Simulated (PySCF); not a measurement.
C4H4Cl2, SMILES CC=C=C(Cl)Cl. Heavy atoms are numbered as in [CH3:1][CH:2]=[C:3]=[C:4]([Cl:5])[Cl:6]. Hydrogens are named by the atom that carries them.

The structure is a stationary point at B3LYP-D3(BJ)/def2-SVP.

Level of theory: PBE/pcSseg-1 run with PySCF.

GIAO shieldings, no solvent; atoms alike by connectivity are averaged. δ = σ(ref) − σ: ¹³C against TMS (σ = 182.0 ppm); ³⁵Cl against HCl (σ = 936.5 ppm); ¹H against TMS (σ = 31.49 ppm), references at their B3LYP-D3(BJ)/def2-TZVP geometries, non-relativistic (without spin–orbit terms, shifts of atoms bonded to Cl or Br come out too high).

| atoms | nucleus | count | δ (ppm) |
|---|---|---|---|
| C3 | ¹³C | 1 | [?] |
| C4 | ¹³C | 1 | [?] |
| C2 (CH) | ¹³C | 1 | 109.1 |
| C1 (CH3) | ¹³C | 1 | 22.3 |
| Cl5 | ³⁵Cl | 2 | 362.4 |
| H on C2 | ¹H | 1 | [?] |
| H on C1 | ¹H | 3 | 2.21 |

Q: Fill in the missing entries. (An estimate is asked for; the answer gives what the named calculation found.)

A: 
- H on C2, δ (ppm): 6.32
- C4, δ (ppm): 124.5
- C3, δ (ppm): 215.6
